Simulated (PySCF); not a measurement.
Species: C₆H₁₂OSi.
Structure used (PBE0-D3(BJ)/def2-SVP), in Å, numbered top down from 1:
```
atom  x, y, z in Å
Si1    3.316    0.333   -0.096
O2     1.891   -0.172    0.609
C3     0.622    0.166    0.147
C4     0.158    1.621    0.364
C5    -1.122    1.103    1.063
C6    -0.659   -0.353    0.864
C7    -1.123   -0.995   -0.458
C8     0.156   -0.492   -1.169
H9     3.401   -0.108   -1.523
H10    4.412   -0.287    0.696
H11    3.442    1.824   -0.063
H12    0.024    2.229   -0.545
H13    0.830    2.157    1.049
H14   -1.192    1.404    2.117
H15   -2.073    1.356    0.572
H16   -0.602   -0.997    1.752
H17   -1.194   -2.091   -0.417
H18   -2.075   -0.606   -0.850
H19    0.828   -1.310   -1.466
H20    0.021    0.184   -2.028
```

Linear response at PBE0/def2-SVPD (PySCF, frozen core in the response, non-relativistic).

Static isotropic polarisability: 95.83 au (14.20 Å³), principal values 85.1, 93.9, 108.5 au.

(1) What is the polarisability at 1064 nm and at the sodium D line?

(2) What is the isotropic C6 coefficient between two such molecules, C6 = (3/π)∫α(iω)² dω?

(3) Which effective excitation energy ω̄ makes London's formula C6 = (3/4)α²ω̄ exact here?

(4) What n − 1 at the D line would an ideal gas of it have at 273.15 K and 1 atm (2.6868 × 10¹⁹ cm⁻³), by n − 1 = 2π·N·α′?

(5) The lowest 6 singlets have (eV, f): 6.57, 0.004; 6.82, 0.033; 7.09, 0.002; 7.22, 0.015; 7.31, 0.000; 7.47, 0.019. What share of the static polarisability do they carry in the sum over states α = Σ f/ω²?

(6) What molar refraction at the D line follows from R = (4π/3)·N_A·α′, with α′ the polarisability volume?

(7) How many electrons N does the Slater–Kirkwood formula C6 = (3/4)·√N·α^(3/2) need to give this C6?

(8) What three-body coefficient follows from the one-pole estimate C9 = (3/4)·α·C6?

(9) How anisotropic is the static polarisability, by Δα² = ½[(α1 − α2)² + (α2 − α3)² + (α3 − α1)²]?

Answers

(1) 96.56 au at 1064 nm (+0.8 %), 98.28 au at 589.3 nm (+2.6 %). The rise at 589.3 nm is 3.34 times that at 1064 nm; a pure ω² law gives 3.26. The lowest singlet lies at 189 nm, shorter than both wavelengths.

(2) 3844 au (Eh·bohr⁶) by a ten-point quadrature over imaginary frequencies, which is 2300 eV·Å⁶ or 222 J·nm⁶/mol.

(3) ω̄ = 4·C6/(3α²) = 0.558 Eh = 15.2 eV. A one-pole form α(ω) = α/(1 − ω²/ω̄²) fitted to the 1064 nm value gives 13.4 eV.

(4) 24.59 × 10⁻⁴, a formal value whether or not that pressure can be reached.

(5) 1.08 au, 1.1 % of α; the largest term, 0.52 au, is that of the state at 6.82 eV. Their oscillator strengths add up to 0.07. Higher states carry the rest.

(6) α′ = 14.56 Å³ gives R = 36.74 cm³/mol, for isolated, non-vibrating species.

(7) N = (4·C6/3)²/α³ = 29.9; the species has 70 electrons in all.

(8) 276000 au. This is an estimate from the two numbers above, not a computed integral.

(9) Δα = 20.5 au, or 0.21 of the isotropic value.

Time: 66 s. Hardware: Arm Neoverse V2, one thread, on a shared host. This is the whole response run at PBE0/def2-SVPD, SCF included.

One conformer stands for the species.
